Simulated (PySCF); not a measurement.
An unknown is described by computed data only.

Formula: C2H10SSi4.

- Polarisability: 157.9 au [PBE0/def2-SVPD]
- NMR, other nuclei: isotropic shieldings of nuclei other than C and H, by class: 357 (1 Si), 389 (1 Si), 464 (1 Si), 464 (1 Si), 771 (1 S) ppm [GIAO PBE0/pcSseg-1]
- Triplet: lowest triplet excitation (Tamm–Dancoff): 4.22 eV [TDA PBE0/def2-SVPD]
- Dipole: 1.81 D [PBE0/def2-SVPD]
- 1H NMR: chemical shifts (computed TMS as zero) by class: 6.77 (1 H), 6.51 (1 H), 5.97 (1 H), 5.58 (1 H), 5.16 (1 H), 4.90 (1 H), 3.59 (1 H), 3.57 (1 H), 3.56 (1 H), 3.42 (1 H) ppm [GIAO PBE0/pcSseg-1]
- UV, first state: lowest singlet excitation: 4.82 eV (257 nm, f = 0.003) [TDDFT PBE0/def2-SVPD]
- 13C NMR: chemical shifts (computed TMS as zero) by class: 145.1 (1 C), 143.2 (1 C) ppm [GIAO PBE0/pcSseg-1]
- Rotational structure: rotational constants A, B, C: 1.470, 0.766, 0.540 GHz [GFN2-xTB]
- UV, strongest line: among the 8 lowest singlet transitions: S8 at 6.07 eV (204 nm, f = 0.017) [TDDFT PBE0/def2-SVPD]

Electronic properties: PySCF, gas phase, density fitting. Levels stand in brackets. Isolated species at its GFN2-xTB geometry (one conformer only). Each NMR value is the plain mean over a class of atoms that symmetry, rotation or inversion makes alike.

Problem. Propose a structure and show how it fits.

Solution. Numbering: `[CH2:1]=[CH:2][Si@@H:3]1[SiH2:4][SiH2:5][SiH2:6][S:7]1`. Its formula, C2H10SSi4, gives 2 degrees of unsaturation: 1 ring and 1 π bond in the structure found. 2 carbons fall into 2 classes; from least to most shielded: alkene CH carbon [C2] (145.1 ppm), terminal =CH2 carbon [C1] (143.2 ppm). Hydrogen classes from least to most shielded: 1 H on an alkene CH carbon, C2 (6.77 ppm), 1 H on a terminal =CH2 carbon, C1 (6.51 ppm), 1 H on a terminal =CH2 carbon, C1 (5.97 ppm), 1 H on an SiH silicon, Si3 (5.58 ppm), 1 H on an SiH2 silicon, Si6 (5.16 ppm), 1 H on an SiH2 silicon, Si6 (4.90 ppm), 1 H on an SiH2 silicon, Si4 (3.59 ppm), 1 H on an SiH2 silicon, Si5 (3.57 ppm), 1 H on an SiH2 silicon, Si5 (3.56 ppm), 1 H on an SiH2 silicon, Si4 (3.42 ppm). The other shieldings belong to: 357 ppm, SiH silicon [Si3]; 389 ppm, SiH2 silicon [Si6]; 464 ppm, SiH2 silicon [Si5]; 464 ppm, SiH2 silicon [Si4]; 771 ppm, sulfur bonded to 2 Si [S7]. S1 is mainly HOMO→LUMO (weight 0.96); the largest Löwdin shares of the orbital it empties are 0.65 on the sulfur bonded to 2 Si, 0.10 on an SiH2 silicon, 0.09 on the SiH silicon and 0.04 on an Si–H hydrogen, of the orbital it fills 0.23 on an SiH2 silicon, 0.22 on an SiH2 silicon, 0.11 on the SiH silicon and 0.11 on an SiH2 silicon. The optimised geometry has point group C1 and is an asymmetric top. Structure: `C=C[Si@@H]1[SiH2][SiH2][SiH2]S1`. Computed isomers that give other values at the same levels: `CC(=S)[SiH]1[SiH2][SiH2][SiH2]1` (13C chemical shifts (computed TMS as zero) by class: 339.5 (1 C), 56.7 (1 C) ppm). The assignments are read from this structure; whether some other isomer fits the data as well wasn't checked. The mirror image fits equally.
